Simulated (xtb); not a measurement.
xtb input (GFN1-xTB):

```bash
xtb mol.xyz --gfn 1 --sp --chrg 0 --uhf 0
```
mol.xyz:
```
16

C     -2.84577073    -0.28901947    -0.32232775
C     -1.43655059    -0.60945325    -0.81149558
C     -0.35157530     0.02963427     0.05162817
C      1.05403071    -0.28896439    -0.43486690
C      2.16277917     0.31655487     0.38058882
O      2.00791705     1.00843288     1.35340048
H     -2.99654218    -0.64537817     0.69931474
H     -3.60354036    -0.75589679    -0.95387814
H     -3.02612622     0.78845017    -0.32515462
H     -1.29335332    -1.69506198    -0.82958070
H     -1.32273064    -0.27125286    -1.84689134
H     -0.45684970    -0.30333811     1.08747631
H     -0.48609788     1.11421203     0.07463772
H      1.23326316    -1.37218177    -0.46186060
H      1.20410469     0.04102066    -1.47159276
H      3.18705644     0.07945161     0.01916499
```

End of the output:

```
         :::::::::::::::::::::::::::::::::::::::::::::::::::::
         ::                     SUMMARY                     ::
         :::::::::::::::::::::::::::::::::::::::::::::::::::::
         :: total energy             -20.653566123679 Eh    ::
         :: gradient norm              0.025866060269 Eh/a0 ::
         :: HOMO-LUMO gap              4.285833697288 eV    ::
         ::.................................................::
         :: SCC energy               -20.901273528500 Eh    ::
         :: -> electrostatic           0.047051058052 Eh    ::
         :: repulsion energy           0.252960849159 Eh    ::
         :: dispersion energy         -0.005253444338 Eh    ::
         :: halogen bond corr.         0.000000000000 Eh    ::
         :: add. restraining           0.000000000000 Eh    ::
         :: total charge               0.000000000000 e     ::
         :::::::::::::::::::::::::::::::::::::::::::::::::::::

           -------------------------------------------------
          |                Property Printout                |
           -------------------------------------------------

    * Orbital Energies and Occupations

         #    Occupation            Energy/Eh            Energy/eV
      -------------------------------------------------------------
         1        2.0000           -0.7959449             -21.6588
       ...           ...                  ...                  ...
         6        2.0000           -0.6155495             -16.7500
         7        2.0000           -0.6000189             -16.3273
         8        2.0000           -0.5967141             -16.2374
         9        2.0000           -0.5683557             -15.4657
        10        2.0000           -0.5628252             -15.3153
        11        2.0000           -0.5424852             -14.7618
        12        2.0000           -0.5388158             -14.6619
        13        2.0000           -0.5148792             -14.0106
        14        2.0000           -0.5004339             -13.6175
        15        2.0000           -0.4959853             -13.4964
        16        2.0000           -0.4839509             -13.1690
        17        2.0000           -0.4759955             -12.9525
        18        2.0000           -0.4482488             -12.1975 (HOMO)
        19                         -0.2907473              -7.9116 (LUMO)
        20                         -0.1452441              -3.9523
        21                         -0.1264466              -3.4408
        22                         -0.1205260              -3.2797
        23                         -0.1062908              -2.8923
        24                         -0.1061037              -2.8872
        25                         -0.0933664              -2.5406
        26                         -0.0758703              -2.0645
        27                         -0.0572018              -1.5565
        28                         -0.0497973              -1.3551
        29                         -0.0409401              -1.1140
       ...                                ...                  ...
        44                          0.6766064              18.4114
      -------------------------------------------------------------
                  HL-Gap            0.1575015 Eh            4.2858 eV
             Fermi-level           -0.3694980 Eh          -10.0546 eV

  Mulliken/CM5 charges         n(s)   n(p)   n(d)
     1C    -0.08350 -0.23446   1.007  3.077  0.000
     2C    -0.04140 -0.15374   1.027  3.014  0.000
     3C    -0.03802 -0.14720   1.025  3.013  0.000
     4C    -0.08375 -0.18705   1.041  3.043  0.000
     5C     0.39253  0.37507   1.050  2.557  0.000
     6O    -0.46980 -0.52713   1.727  4.742  0.000
     7H     0.03040  0.08188   0.970  0.000  0.000
     8H     0.03097  0.08197   0.969  0.000  0.000
     9H     0.03040  0.08188   0.970  0.000  0.000
    10H     0.02178  0.07661   0.978  0.000  0.000
    11H     0.02178  0.07661   0.978  0.000  0.000
    12H     0.03871  0.09624   0.961  0.000  0.000
    13H     0.03871  0.09624   0.961  0.000  0.000
    14H     0.04872  0.10424   0.951  0.000  0.000
    15H     0.04872  0.10424   0.951  0.000  0.000
    16H     0.01376  0.07461   0.986  0.000  0.000

Wiberg/Mayer (AO) data.
largest (>0.10) Wiberg bond orders for each atom

 ---------------------------------------------------------------------------
     #   Z sym  total        # sym  WBO       # sym  WBO       # sym  WBO
 ---------------------------------------------------------------------------
     1   6 C    3.996 --     2 C    1.017     9 H    0.987     7 H    0.987
                             8 H    0.986
     2   6 C    3.997 --     1 C    1.017     3 C    1.007    10 H    0.980
                            11 H    0.980
     3   6 C    3.994 --     2 C    1.007     4 C    1.005    12 H    0.977
                            13 H    0.977
     4   6 C    3.994 --     3 C    1.005     5 C    1.005    14 H    0.950
                            15 H    0.950
     5   6 C    3.848 --     6 O    1.853     4 C    1.005    16 H    0.942
     6   8 O    2.013 --     5 C    1.853
     7   1 H    1.004 --     1 C    0.987
     8   1 H    1.004 --     1 C    0.986
     9   1 H    1.004 --     1 C    0.987
    10   1 H    1.006 --     2 C    0.980
    11   1 H    1.006 --     2 C    0.980
    12   1 H    1.005 --     3 C    0.977
    13   1 H    1.005 --     3 C    0.977
    14   1 H    1.005 --     4 C    0.950
    15   1 H    1.005 --     4 C    0.950
    16   1 H    1.010 --     5 C    0.942
 ---------------------------------------------------------------------------

Topologies differ in total number of bonds
Writing topology from bond orders to xtbtopo.mol

 dipole moment from electron density (au)
     X       Y       Z
  -0.0528  -0.8778  -1.2270  total (Debye):    3.837

           -------------------------------------------------
          | TOTAL ENERGY              -20.653566123679 Eh   |
          | GRADIENT NORM               0.025866060269 Eh/α |
          | HOMO-LUMO GAP               4.285833697288 eV   |
           -------------------------------------------------

------------------------------------------------------------------------
------------------------------------------------------------------------
 total:
Note: The following floating-point exceptions are signalling: IEEE_DENORMAL
normal termination of xtb
 SCF:
```
